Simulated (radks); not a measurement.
Effect of the nuclear size on the thulium ion Tm+, [Xe] 4f13 6s1. All-electron calculation, Dirac Kohn-Sham, relativistic LDA (MacDonald-Vosko exchange, VWN5 correlation), spin-unpolarised, spherical densities, finite nucleus; open shells fill j = l - 1/2 first; Fermi nuclear charge, rms radius 5.2256 fm. Program: a radial shooting solver on a logarithmic mesh with Libxc functionals. The rms radius is varied about that value; shifts are against it.

rms radius (fm),total energy shift (eV),density at nucleus (e/bohr^3),1s1/2 shift (meV),2s1/2 shift (meV),4p1/2 shift (meV),5s1/2 shift (meV),5p1/2 shift (meV),6s1/2 shift (meV),6p1/2 (empty) shift (meV)
4.5881,-7.93,9.736e+05,-3220,-435,0.088,-3.47,0.192,-0.285,0.079
4.7605,-5.86,9.63e+05,-2380,-321,0.065,-2.56,0.142,-0.211,0.058
5.2256,0,9.366e+05,0.000,0.000,0.000,0.000,0.000,0.000,0.000
5.7325,6.82,9.111e+05,2770,373,-0.074,2.98,-0.165,0.245,-0.067
6.2603,14.4,8.874e+05,5850,788,-0.154,6.28,-0.348,0.517,-0.142

Slopes of the eigenvalues against <r^2> in GHz/fm^2, as finite differences over the two radii next to the reference (eigenvalue slopes, not the field-shift constants of lines): 1s1/2 122000, 2s1/2 16500, 4p1/2 -3.30, 5s1/2 131, 5p1/2 -7.28, 6s1/2 10.8, 6p1/2 (empty) -2.97.
